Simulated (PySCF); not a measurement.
CH₃AlBN (calculated)

Computed with PySCF 2.14.0. Calculation on a computer-drawn molecule: optimised geometry and harmonic frequencies of an isolated molecule of the commonest isotopes, restricted reference for singlets and unrestricted otherwise, frozen core in MP2.

CH₃AlBN

Start structure:
```xyz
7
CH3AlBN
N     -1.0084     0.4641    -0.9876
C     -0.2969    -0.4039    -0.1536
B     -0.6528    -1.4311     0.7551
Al    -0.9601    -3.0057     2.2333
H     -0.5351     0.6532    -1.8515
H     -1.9414     0.1551    -1.1837
H      0.7793    -0.2119    -0.1435
```

Settings of this run: charge 0, multiplicity 1, method MP2 and basis cc-pV(D+d)Z.

Results for CH₃AlBN: rotational constants 69.47, 1.878, 1.834 GHz; total energy -360.9804 hartree; convergence status largest gradient component 2.433e-05 hartree/bohr.

Drawn bonds:
```tsv
atom	other atom	order
1	2	1
2	3	2
3	4	1
1	5	1
1	6	1
2	7	1
```

Optimised structure:
```xyz
7
CH3AlBN
N     -1.0051     0.5087    -1.0023
C     -0.3534    -0.4142    -0.1620
B     -0.7040    -1.4430     0.7762
Al    -0.8612    -3.0255     2.2691
H     -0.4914     0.6651    -1.8693
H     -1.9475     0.2029    -1.2422
H      0.7473    -0.2741    -0.1011
```

Modes:
```tsv
frequency (cm⁻¹)	reduced mass (dalton)
89.49	4.728
96.46	4.814
309.3	5.814
347	1.474
427.7	4.652
651.3	1.486
746.1	1.44
1008	1.515
1090	2.053
1293	1.429
1582	3.228
1658	1.241
3078	1.08
3545	1.05
3656	1.095
```
